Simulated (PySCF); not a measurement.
C3H3F3, SMILES F[C@H]1[C@H](F)[C@H]1F.

Geometry optimised at PBE0-D3(BJ)/def2-SVP. The structure was generated by enumeration; whether it is a known compound was not checked.

These are SMD-ωB97X/6-31G* (PySCF) values and carry that method's errors.

Solvation free energies are E(SMD) − E(gas) at the gas-phase geometry, for 1 M in both phases. In vacuum the dipole moment is 1.14 D.

```tsv
solvent	ΔG(solv) (kcal/mol)	its non-electrostatic (CDS) part	dipole (D)
water	-1.2	3.8	1.48
benzene	-2.9	-0.6	1.28
dimethylsulfoxide	?	?	?
```

**Question.** Fill in the missing entries. (An estimate is asked for; the answer gives what the named calculation found.)

**Answer.** 
- dimethylsulfoxide, ΔG(solv) (kcal/mol): -3.6
- dimethylsulfoxide, its non-electrostatic (CDS) part: 1.4
- dimethylsulfoxide, dipole (D): 1.47
